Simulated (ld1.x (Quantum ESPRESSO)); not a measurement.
# What one change does to a pseudopotential (Al, TM)

| Item | Value |
| --- | --- |
| Element | aluminium (Al) |
| Generator | ld1.x (Quantum ESPRESSO) 7.5 |
| Type | norm-conserving Troullier–Martins (Kleinman–Bylander form) |
| Functional | LDA (PZ) |
| Relativity | non-relativistic |
| Frozen core | [Ne] |
| Valence charge | 3 |
| Reference configuration | 3s2 3p1 |
| Partial waves | 3s (bound): rc 1.95 bohr; 3p (bound): rc 2.95 bohr |
| Local potential | all-electron potential smoothed inside 1.65 bohr (lloc = -2) |
| Core correction | none |

Change: all radii scaled by about 1.28 (s 2.50, p 3.78 bohr); local potential all-electron potential smoothed inside 2.10 bohr (lloc = -2).

Cutoffs: the cutoffs (Ry, on a coarse ladder) from which the occupation-weighted sum of valence levels, in a spherical-Bessel basis at the reference potential, stays within 10 and 1 mRy of its value at 400 Ry; they do not see the model core or the augmentation charge, which bear on the density cutoff. Errors are all-electron minus pseudo energies relative to the spin-unpolarised reference configuration.

Problem. How do hardness, ghosts and transferability respond?

Solution. The potential gets softer (10 Ry and 30 Ry → 8 Ry and 21 Ry); of the 9 tests that both files solve, the error grows in 1 and shrinks in 3 by more than 15 % and 0.3 meV (median size 8.0 → 6.7 meV); neither file shows a bound ghost. A larger radius leaves more room for a smooth pseudo-wave, so fewer plane waves are needed.

```csv
quantity,base,changed
"cutoff, loose",10 Ry,8 Ry
"cutoff, tight",30 Ry,21 Ry
bound ghosts,none,none
"error for 3s2 3p0, meV [ΔE 5.86 eV]",+3.7,+4.9
"error for 3s1 3p0, meV [ΔE 25.20 eV]",+90,+85
"error for 3s2 3p0.5, meV [ΔE 2.13 eV]",+0.6,+0.7
"error for 3s1 3p1, meV [ΔE 11.64 eV]",+23,+19
"error for 3s1 3p2, meV [ΔE 5.12 eV]",+8.0,+5.2
"error for 3s0 3p3, meV [ΔE 10.44 eV]",+35,+25
"error for 3s2 3p1.3, meV [ΔE -0.60 eV]",+0.1,+0.1
"error for 3s2 3p1 (spin-polarised), meV [ΔE -0.14 eV]",+6.6,+6.7
"error for 3s1 3p0 (spin-polarised), meV [ΔE 24.77 eV]",+224,+218
```
